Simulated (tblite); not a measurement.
Species: C4H5BOSi.
Atom-mapped SMILES: `[BH2:1][C:2]1=[CH:3][O:4][Si@H:5]1[C:6]#[CH:7]` (hydrogens: H8, H9 on B1; H10 on C3; H11 on Si5; H12 on C7)

Computed with GFN2-xTB (tblite), gas phase: L-BFGS steps from a force-field or distance-geometry start until the largest atomic force falls under 0.01 eV/Å.

Step 21: E = -490.5729 eV
```
atom  x, y, z in Å  |  force x, y, z in eV/Å
B1     -0.9302    2.0190    0.0937    0.008   0.032   0.033
C2     -0.6711    0.6275    0.6074   -0.013  -0.076  -0.014
C3     -1.2630   -0.4148    1.2054    0.039  -0.002  -0.075
O4     -0.3729   -1.4803    1.2446   -0.092  -0.080   0.055
Si5     0.8495   -0.5440    0.5380   -0.020   0.019   0.073
C6      1.3119   -1.1375   -1.1433    0.017   0.009  -0.023
C7      1.5569   -1.4801   -2.2693    0.008   0.023   0.040
H8     -1.7852    2.2504   -0.6721   -0.054  -0.033   0.048
H9     -0.1919    2.8664    0.4165    0.037   0.110  -0.034
H10    -2.2095   -0.5521    1.7035    0.054   0.030  -0.019
H11     1.9252   -0.3721    1.4996   -0.003   0.004  -0.039
H12     1.7816   -1.7831   -3.2501    0.019  -0.038  -0.043
```

Step 22: E = -490.5745 eV
```
atom  x, y, z in Å  |  force x, y, z in eV/Å
B1     -0.9305    2.0193    0.0926   -0.006   0.060   0.038
C2     -0.6689    0.6281    0.6018    0.036  -0.066   0.008
C3     -1.2598   -0.4104    1.2054    0.007  -0.047  -0.095
O4     -0.3765   -1.4800    1.2426   -0.049  -0.076   0.054
Si5     0.8498   -0.5455    0.5391    0.000  -0.003   0.008
C6      1.3174   -1.1347   -1.1445    0.009  -0.002  -0.027
C7      1.5595   -1.4808   -2.2704    0.007   0.020   0.035
H8     -1.7940    2.2473   -0.6638   -0.055  -0.017   0.034
H9     -0.1949    2.8693    0.4155    0.038   0.103  -0.044
H10    -2.2049   -0.5462    1.7032    0.001   0.035   0.010
H11     1.9220   -0.3802    1.5049    0.003   0.009  -0.034
H12     1.7819   -1.7870   -3.2524    0.010  -0.016   0.012
```

Step 23: E = -490.5758 eV
```
atom  x, y, z in Å  |  force x, y, z in eV/Å
B1     -0.9310    2.0207    0.0926   -0.013   0.060   0.040
C2     -0.6662    0.6278    0.5966    0.069  -0.025   0.015
C3     -1.2572   -0.4079    1.2037   -0.031  -0.075  -0.089
O4     -0.3804   -1.4811    1.2418    0.005  -0.049   0.032
Si5     0.8500   -0.5468    0.5402    0.013  -0.040  -0.046
C6      1.3224   -1.1322   -1.1455   -0.002  -0.009  -0.012
C7      1.5620   -1.4812   -2.2713    0.010   0.010   0.015
H8     -1.8029    2.2446   -0.6559   -0.045  -0.004   0.036
H9     -0.1969    2.8741    0.4135    0.024   0.077  -0.054
H10    -2.2005   -0.5404    1.7033   -0.043   0.037   0.026
H11     1.9193   -0.3875    1.5092    0.011   0.012  -0.025
H12     1.7824   -1.7908   -3.2542    0.002   0.004   0.061
```

Step 24: E = -490.5774 eV
```
atom  x, y, z in Å  |  force x, y, z in eV/Å
B1     -0.9321    2.0232    0.0939   -0.012   0.035   0.036
C2     -0.6618    0.6270    0.5909    0.077   0.031   0.022
C3     -1.2549   -0.4065    1.2002   -0.065  -0.080  -0.065
O4     -0.3845   -1.4832    1.2414    0.057  -0.005  -0.004
Si5     0.8508   -0.5491    0.5406    0.019  -0.075  -0.075
C6      1.3278   -1.1296   -1.1466   -0.015  -0.015   0.015
C7      1.5652   -1.4815   -2.2720    0.013  -0.004  -0.012
H8     -1.8137    2.2413   -0.6463   -0.026   0.010   0.051
H9     -0.1985    2.8810    0.4100    0.000   0.038  -0.064
H10    -2.1966   -0.5328    1.7037   -0.065   0.034   0.024
H11     1.9164   -0.3955    1.5135    0.019   0.013  -0.016
H12     1.7831   -1.7950   -3.2552    0.000   0.020   0.089
```

Question: Estimate the geometry and energy of step 25. (The exact step hangs on the optimiser's Hessian estimate; all steps are aligned on step 24, rigid shifts and turns removed.)

Answer: E = -490.5789 eV, largest force 0.108 eV/Å
```
atom  x, y, z in Å  |  force x, y, z in eV/Å
B1     -0.9337    2.0262    0.0967   -0.005  -0.008   0.024
C2     -0.6560    0.6260    0.5855    0.054   0.073   0.034
C3     -1.2534   -0.4060    1.1950   -0.075  -0.055  -0.033
O4     -0.3881   -1.4856    1.2409    0.081   0.038  -0.042
Si5     0.8521   -0.5527    0.5399    0.015  -0.086  -0.063
C6      1.3333   -1.1270   -1.1479   -0.025  -0.025   0.040
C7      1.5686   -1.4818   -2.2726    0.013  -0.016  -0.028
H8     -1.8255    2.2376   -0.6350   -0.006   0.024   0.072
H9     -0.1999    2.8888    0.4049   -0.026  -0.004  -0.071
H10    -2.1940   -0.5236    1.7042   -0.057   0.024   0.002
H11     1.9137   -0.4033    1.5174    0.025   0.011  -0.013
H12     1.7839   -1.7992   -3.2549    0.007   0.025   0.078
```

The energy changes by -0.0016 eV. The first-order estimate −F·Δx gives -0.0021 eV and the mean of the old and new forces, exact on a quadratic surface, -0.0015 eV. The step makes an angle of 72° with the force vector and moves no atom by more than 0.017 Å.

The cost below is that of the whole relaxation. The run took 0.49 s of wall time on one thread, Arm Neoverse V1 (aarch64), shared host with 32 logical CPUs at a one-minute load of 5.2.
